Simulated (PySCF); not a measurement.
C7H8O.
SMILES: `CC#CC1=COCC1`

Computed, not measured: wB97X-D/def2-SVPD in PySCF (dipole) on a GFN2-xTB geometry, gas phase.

Masses are those of the commonest isotopes; rigid-rotor values at the optimised geometry. 

**Question.** Give the principal moments of inertia and the rotational constants in MHz.

**Answer.** Ia = 66.50, Ib = 530.39, Ic = 587.37 u·Å²; 505379 MHz·u·Å²/I gives A = 7599, B = 952.8, C = 860.4 MHz.

**Question.** What kind of rotor is it?

**Answer.** A near-prolate asymmetric top: κ = (2 × 952.8 − 7599 − 860.4)/(7599 − 860.4) = -0.97.

**Question.** Is it planar, by Δ = Ic − Ia − Ib?

**Answer.** Not planar: Δ = Ic − Ia − Ib = -9.53 u·Å². For a rigid frame Δ = −2 Σ m c², so Σ m c² = 4.76 u·Å² lies off the ab plane: 4.75 from hydrogen and 0.01 from heavier atoms. The atom farthest from that plane is 1.03 Å away.

**Question.** Give the other two planar moments, Paa and Pbb, and the rms extents of the mass along the axes.

**Answer.** Paa = Σ m a² = (Ib + Ic − Ia)/2 = 525.63 and Pbb = Σ m b² = (Ia + Ic − Ib)/2 = 61.74 u·Å². With the mass M = 108.06 u, the rms extents √(P/M) along a, b and c are 2.21, 0.76, 0.21 Å.

**Question.** Give the coordinates in the principal-axis frame, origin at the centre of mass.

**Answer.** The sense of each axis is arbitrary; atoms in the order of the calculation.
```csv
atom,mass (u),a (Å),b (Å),c (Å)
C1,12.000,-3.854,-0.020,0.007
C2,12.000,-2.409,0.016,0.002
C3,12.000,-1.206,0.071,-0.005
C4,12.000,0.195,0.053,-0.007
C5,12.000,1.041,1.087,-0.004
O6,15.995,2.357,0.749,-0.002
C7,12.000,2.443,-0.678,0.021
C8,12.000,1.006,-1.227,-0.016
H9,1.008,-4.253,0.860,-0.497
H10,1.008,-4.226,-0.037,1.033
H11,1.008,-4.206,-0.914,-0.509
H12,1.008,0.836,2.141,-0.003
H13,1.008,3.037,-0.993,-0.841
H14,1.008,2.973,-0.967,0.935
H15,1.008,0.778,-1.851,0.849
H16,1.008,0.809,-1.813,-0.917
```

**Question.** Which types of transition are allowed, and where do some lines up to J = 4 fall?

**Answer.** The dipole components are |μa| = 0.70 D, |μb| = 1.10 D, |μc| = 0.02 D. The squared components, which scale the intensities, stand as 0.41 : 1.00 : 0.00 (a : b : c). Some lines, for components of 0.1 D or more:

```json
{"type": "a", "branch": "Q", "J(Ka,Kc)": "4(1,3) ← 4(1,4)", "MHz": "924", "lower level (cm⁻¹)": "0.813"}
{"type": "a", "branch": "R", "J(Ka,Kc)": "1(0,1) ← 0(0,0)", "MHz": "1813", "lower level (cm⁻¹)": "0.000"}
{"type": "a", "branch": "R", "J(Ka,Kc)": "2(0,2) ← 1(0,1)", "MHz": "3626", "lower level (cm⁻¹)": "0.060"}
{"type": "a", "branch": "R", "J(Ka,Kc)": "3(2,2) ← 2(2,1)", "MHz": "5440", "lower level (cm⁻¹)": "1.074"}
{"type": "a", "branch": "R", "J(Ka,Kc)": "3(1,2) ← 2(1,1)", "MHz": "5578", "lower level (cm⁻¹)": "0.409"}
{"type": "b", "branch": "Q", "J(Ka,Kc)": "2(1,1) ← 2(0,2)", "MHz": "6832", "lower level (cm⁻¹)": "0.181"}
{"type": "a", "branch": "R", "J(Ka,Kc)": "4(0,4) ← 3(0,3)", "MHz": "7243", "lower level (cm⁻¹)": "0.363"}
{"type": "a", "branch": "R", "J(Ka,Kc)": "4(2,3) ← 3(2,2)", "MHz": "7252", "lower level (cm⁻¹)": "1.256"}
{"type": "a", "branch": "R", "J(Ka,Kc)": "4(3,1) ← 3(3,0)", "MHz": "7255", "lower level (cm⁻¹)": "2.372"}
{"type": "a", "branch": "R", "J(Ka,Kc)": "4(2,2) ← 3(2,1)", "MHz": "7262", "lower level (cm⁻¹)": "1.256"}
{"type": "b", "branch": "R", "J(Ka,Kc)": "1(1,1) ← 0(0,0)", "MHz": "8460", "lower level (cm⁻¹)": "0.000"}
{"type": "b", "branch": "R", "J(Ka,Kc)": "3(1,3) ← 2(0,2)", "MHz": "11856", "lower level (cm⁻¹)": "0.181"}
{"type": "b", "branch": "R", "J(Ka,Kc)": "4(1,4) ← 3(0,3)", "MHz": "13486", "lower level (cm⁻¹)": "0.363"}
{"type": "b", "branch": "Q", "J(Ka,Kc)": "3(2,1) ← 3(1,2)", "MHz": "19806", "lower level (cm⁻¹)": "0.595"}
{"type": "b", "branch": "Q", "J(Ka,Kc)": "2(2,0) ← 2(1,1)", "MHz": "19940", "lower level (cm⁻¹)": "0.409"}
{"type": "b", "branch": "R", "J(Ka,Kc)": "3(2,2) ← 2(1,1)", "MHz": "25379", "lower level (cm⁻¹)": "0.409"}
{"type": "b", "branch": "R", "J(Ka,Kc)": "4(2,3) ← 3(1,2)", "MHz": "27054", "lower level (cm⁻¹)": "0.595"}
{"type": "b", "branch": "Q", "J(Ka,Kc)": "4(3,1) ← 4(2,2)", "MHz": "33453", "lower level (cm⁻¹)": "1.498"}
{"type": "b", "branch": "Q", "J(Ka,Kc)": "3(3,1) ← 3(2,2)", "MHz": "33464", "lower level (cm⁻¹)": "1.256"}
{"type": "b", "branch": "R", "J(Ka,Kc)": "4(3,2) ← 3(2,1)", "MHz": "40714", "lower level (cm⁻¹)": "1.256"}
{"type": "b", "branch": "R", "J(Ka,Kc)": "4(4,1) ← 3(3,0)", "MHz": "54102", "lower level (cm⁻¹)": "2.372"}
{"type": "b", "branch": "R", "J(Ka,Kc)": "4(4,0) ← 3(3,1)", "MHz": "54102", "lower level (cm⁻¹)": "2.372"}
```

GFN2-xTB frequencies: not computed here. Constants of a rigid frame at the computed geometry: no zero-point averaging, no centrifugal distortion. A rigid rotor knows nothing of internal rotation, which can split or shift real lines.
